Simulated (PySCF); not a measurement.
Electronic structure of Ga (gallium, neutral) at the UHF level

Configuration: [Ar] 3d10 4s2 4p1, 2P determinant. All numbers are calculated (PySCF 2.14, scalar relativity by spin-free X2C-1e, in x2c-QZVPPall with one added diffuse shell each of s, p, d, f type (12s8p6d5f1g, 110 functions)).

| Item | Value |
| --- | --- |
| Total energy | -1942.230703 hartree |
| One-electron energy | -2709.0101 hartree |
| Hartree (Coulomb) energy | 841.3105 hartree |
| Exchange energy | -74.5311 hartree |
| ⟨S²⟩ | 0.7626 |
| ⟨L²⟩ | 2.038 |
| Sum of ⟨r⟩ | 23.28 bohr |
| Sum of ⟨r²⟩ | 40.40 bohr² |
| Traceless quadrupole moment −½Σ⟨3z² − r²⟩ along its main axis | -5.73 e·bohr² |
| Langevin diamagnetic susceptibility | -32.0 ×10⁻⁶ cm³/mol |

```json
{"shell": "1s α", "electrons": "1", "mean orbital energy (eV)": "-10441.3", "spread (eV)": "0", "rms radius, mean of both spins (bohr)": "0.0560"}
{"shell": "1s β", "electrons": "1", "mean orbital energy (eV)": "-10441.3", "spread (eV)": "0", "rms radius, mean of both spins (bohr)": "0.0560"}
{"shell": "2s β", "electrons": "1", "mean orbital energy (eV)": "-1341.1", "spread (eV)": "0", "rms radius, mean of both spins (bohr)": "0.235"}
{"shell": "2s α", "electrons": "1", "mean orbital energy (eV)": "-1341.1", "spread (eV)": "0", "rms radius, mean of both spins (bohr)": "0.235"}
{"shell": "2p α", "electrons": "3", "mean orbital energy (eV)": "-1163.0", "spread (eV)": "0.010", "rms radius, mean of both spins (bohr)": "0.211"}
{"shell": "2p β", "electrons": "3", "mean orbital energy (eV)": "-1163.0", "spread (eV)": "0.071", "rms radius, mean of both spins (bohr)": "0.211"}
{"shell": "3s α", "electrons": "1", "mean orbital energy (eV)": "-179.02", "spread (eV)": "0", "rms radius, mean of both spins (bohr)": "0.698"}
{"shell": "3s β", "electrons": "1", "mean orbital energy (eV)": "-178.99", "spread (eV)": "0", "rms radius, mean of both spins (bohr)": "0.698"}
{"shell": "3p α", "electrons": "3", "mean orbital energy (eV)": "-123.10", "spread (eV)": "0.006", "rms radius, mean of both spins (bohr)": "0.737"}
{"shell": "3p β", "electrons": "3", "mean orbital energy (eV)": "-123.04", "spread (eV)": "0.272", "rms radius, mean of both spins (bohr)": "0.737"}
{"shell": "3d α", "electrons": "5", "mean orbital energy (eV)": "-31.694", "spread (eV)": "0.192", "rms radius, mean of both spins (bohr)": "0.898"}
{"shell": "3d β", "electrons": "5", "mean orbital energy (eV)": "-31.680", "spread (eV)": "0.281", "rms radius, mean of both spins (bohr)": "0.898"}
{"shell": "4s α", "electrons": "1", "mean orbital energy (eV)": "-12.669", "spread (eV)": "0", "rms radius, mean of both spins (bohr)": "2.65"}
{"shell": "4s β", "electrons": "1", "mean orbital energy (eV)": "-11.008", "spread (eV)": "0", "rms radius, mean of both spins (bohr)": "2.65"}
{"shell": "4p α", "electrons": "1", "mean orbital energy (eV)": "-5.822", "spread (eV)": "0", "rms radius, mean of both spins (bohr)": "3.70"}
```

Densities and radii are taken from the X2C orbitals without a picture-change correction, which distorts them close to the nucleus.

Spin-orbit constants ζ (cm⁻¹) from the X2C one-electron operator on these orbitals: bare nucleus, nucleus screened by l(l+1)(2l+1)/3 electrons, and screened by the Breit-Pauli mean field of the electrons.

| shell | bare | screened nucleus | mean field |
| --- | --- | --- | --- |
| 2p | 154600 | 144600 | n/a |
| 3p | 19990 | 18700 | n/a |
| 3d | 2086 | 1413 | n/a |
| 4p | 533.2 | 498.8 | n/a |

To first order the Landé constant is A = 498.8 cm⁻¹, so the lowest level has J = 1/2 and lies 0.0618 eV below the centre of the term.
